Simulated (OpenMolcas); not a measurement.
A run on Ni2+ among 6 point charges of -1 e arranged as a tetragonal octahedron (D4h), 1.99 Å from the ion, with the axial distance 2.129 Å.
```
   1.9900    0.0000    0.0000  -1.00
   0.0000    1.9900    0.0000  -1.00
  -1.9900    0.0000    0.0000  -1.00
   0.0000   -1.9900    0.0000  -1.00
   0.0000    0.0000    2.1293  -1.00
   0.0000    0.0000   -2.1293  -1.00
```

* Program: OpenMolcas 26.06
* Method: CASSCF
* Basis: ANO-RCC-VTZP [6s5p3d2f1g]
* Scalar Hamiltonian: DKH2, point nucleus
* Active space: 8 electrons in 5 orbitals (3d)
* State averaging: 2S+1 = 3 even, 10 roots; 2S+1 = 1 even, 15 roots
* Spin-orbit coupling: RASSI with atomic mean-field integrals over the reference wave functions

59 basis functions. Blocks (2S+1, parity, CSFs, roots kept): 3, even, 10, 10; 1, even, 15, 15.

How long do the RASSCF and RASSI steps take on 1 thread of Arm Neoverse V1, on a shared host?

About 5.4 s of wall time, without the integral step.
